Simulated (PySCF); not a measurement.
C3H4ClFSi, SMILES FC1=C(Cl)C[SiH2]1. Atoms are numbered in the order given.

```xyz
10

F      2.0947     0.0416     0.0000
C      0.8168     0.3935     0.0000
C     -0.2601    -0.4158     0.0000
Cl    -0.2900    -2.1360     0.0000
C     -1.4930     0.4674     0.0000
Si    -0.2577     1.9290     0.0000
H     -2.1177     0.3459     0.8987
H     -2.1177     0.3459    -0.8987
H     -0.2302     2.7850    -1.2173
H     -0.2302     2.7850     1.2173
```

Geometry optimised at ωB97X-D3(BJ)/def2-SVP. The structure was generated by enumeration, and PubChem lists no compound with its InChIKey, so it may never have been made.

These are ωB97X/def2-TZVP (PySCF) values and carry that method's errors.

Isolated molecule, no solvent.

Computed frontier levels, gap, dipole moment and polarisability:
The highest occupied level is -9.57 eV. The lowest empty level comes out as 1.86 eV and the orbital gap is 11.44 eV. The dipole moment is 2.32 D and the quadrupole, principal values (traceless, Buckingham form, about the centre of nuclear charge) is -1.16, 0.20, 0.96 D·Å. The mean static polarisability is 71.1 bohr³ (10.53 Å³) and the polarisability, principal values is 52.5, 65.5, 95.1 bohr³.
